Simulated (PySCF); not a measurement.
# A survey of ²⁹Si NMR shifts

Computational details: GFN2-xTB structure, shielding tensors at PBE0/pcSseg-1 (GIAO), in PySCF 2.14.0 with density-fitted response routines (averaged over atoms made equivalent by symmetry, fast rotation or ring inversion, no solvent, a single conformation, non-relativistic).

Shieldings were converted by a linear fit to measured shifts: ²⁹Si (scatter 8.9 ppm rms, 25.8 ppm with the 6 outliers that the fit left out vs TMS, solution or neat liquid). A few per cent of atoms miss by over 2 rms, more outside the fitted compound classes.

Problem. Give the ²⁹Si shifts of `CCCS[SiH3]`, `CN([SiH3])C[SiH2]C(F)=C(F)F`, `[SiH3][SiH2][SiH2][SiH3]`, `FC[C@@H]1C[SiH2]O[SiH2]1`.

Solution. 
| compound | environment | δ (ppm) |
| --- | --- | --- |
| CCCS[SiH3] | silicon bonded to S, 3 H | -53.1 |
| [CH3:1][N:2]([SiH3:3])[CH2:4][SiH2:5][C:6]([F:7])=[C:8]([F:9])[F:10] | Si3: silicon bonded to N, 3 H | -42.2 |
| [CH3:1][N:2]([SiH3:3])[CH2:4][SiH2:5][C:6]([F:7])=[C:8]([F:9])[F:10] | Si5: silicon bonded to 2 C, 2 H | -51.1 |
| [SiH3:1][SiH2:2][SiH2:3][SiH3:4] | Si1/4: silicon bonded to Si, 3 H (×2) | -103.3 |
| [SiH3:1][SiH2:2][SiH2:3][SiH3:4] | Si2/3: silicon bonded to 2 Si, 2 H (×2) | -111.9 |
| [F:1][CH2:2][C@@H:3]1[CH2:4][SiH2:5][O:6][SiH2:7]1 | Si7: silicon bonded to C, O, 2 H, in a 5-membered ring | -5.3 |
| [F:1][CH2:2][C@@H:3]1[CH2:4][SiH2:5][O:6][SiH2:7]1 | Si5: silicon bonded to C, O, 2 H, in a 5-membered ring | -9.5 |

Problem. Match the shifts -18.3, -39.4, -53.1 ppm to `CCCS[SiH3]`, `FC(F)(F)CN1[SiH2]CC[SiH2]1`, `[SiH3]Oc1csc2cc[nH]c12`.

Solution. -18.3: FC(F)(F)CN1[SiH2]CC[SiH2]1 (silicon bonded to C, N, 2 H, in a 5-membered ring); -39.4: [SiH3]Oc1csc2cc[nH]c12 (silicon bonded to O, 3 H); -53.1: CCCS[SiH3] (silicon bonded to S, 3 H).
